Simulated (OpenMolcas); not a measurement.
An OpenMolcas run meant for Dy V (ANO-R1, X2C; inactive shells 1s 2s 2p 3s 3p 3d 4s 4p 4d 5s 5p; intended active space 8 electrons in 7 orbitals (4f)). One step of its input:

```
&CASPT2
Multistate=7 1 2 3 4 5 6 7
Frozen=14 9
IPEA=-0.5
Imaginary=0.1
MaxIter=60
WThr=0.0 0.3 0.05
PrWF=0.5
NoMix
```

The run finished. Its levels beside those of a sound run (SS-CASPT2, IPEA 0.25 Eh, imaginary shift 0.1 Eh (closed shells correlated: 5s 5p)), in cm⁻¹ above each run's lowest level:

```csv
Level,This run,Usual run
4f⁸ ⁷F₆,0.0,0.0
4f⁸ ⁷F₅,2857,2847
4f⁸ ⁷F₄,4625,4644
4f⁸ ⁷F₃,5864,5899
4f⁸ ⁷F₂,6707,6751
4f⁸ ⁷F₁,7229,7278
4f⁸ ⁷F₀,7479,7530
4f⁸ ⁵D₄,24121,25702
```

Question: Which setting is unsound, and how much does it matter here?

Answer: The IPEA shift is negative. Against the sound run the excited levels shown move by 260 cm-1 on average and by 1600 cm-1 at most.

CASPT2 breaks the degeneracy within a term, and the mean is taken; among the terms shown or strongly mixed into the levels shown the widest spread is 600 cm-1 (4f⁸ ⁵D, this run). High states are left out of the spin-orbit mixing, which shifts the levels that they would mix with. The basis is small and was not contracted for so high a charge. Only configurations of the active space appear.
